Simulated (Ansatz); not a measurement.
Molecule: sum formula BNH2Cl2, net charge 0, singlet state. SMILES: ClB(Cl)N
Structure (B3LYP-D3(BJ)/def2-TZVP (Ansatz, a program for electronic structure) minimum search):
```
B
N 1 1.3854
H 2 1.0060 1 122.41
H 2 1.0060 3 115.18 1 180.00
Cl 1 1.7704 2 120.26 3 180.00
Cl 1 1.7704 2 120.26 3 0.00
```

Property: vertical ionisation energy (to the doublet state of charge +1; each state is the SCF solution reached for its spin), in eV. Correlated levels leave the core frozen unless marked. Open shells are spin-unrestricted. Spin-orbit coupling is left out. Non-relativistic. CBS(X,Y): correlation extrapolated as X^-3; Hartree-Fock from the larger set. [CCSD(T)-MP2]/basis is that difference in the basis named.

```csv
level,program,vertical ionisation energy (eV)
HF/aug-cc-pV(T+d)Z,Ansatz,9.92
SVWN5/def2-TZVPD,Ansatz,10.62
RI-MP2/aug-cc-pV(T+d)Z,Ansatz,11.37
"RI-MP2/CBS(aug-cc-pV(T+d)Z,aug-cc-pV(Q+d)Z)",Ansatz,11.49
SCS-MP2/aug-cc-pV(T+d)Z,Ansatz,11.30
CCSD/aug-cc-pV(D+d)Z,Ansatz,10.92
CCSD/aug-cc-pV(Q+d)Z,Ansatz,11.12
CCSD(T)/aug-cc-pV(T+d)Z,Ansatz,11.06
"RI-MP2/CBS(aug-cc-pV(T+d)Z,aug-cc-pV(Q+d)Z)+[CCSD(T)-MP2]/aug-cc-pV(Q+d)Z",Ansatz,11.20
"CCSD(T)/CBS(aug-cc-pV(T+d)Z,aug-cc-pV(Q+d)Z)",Ansatz,11.20
```
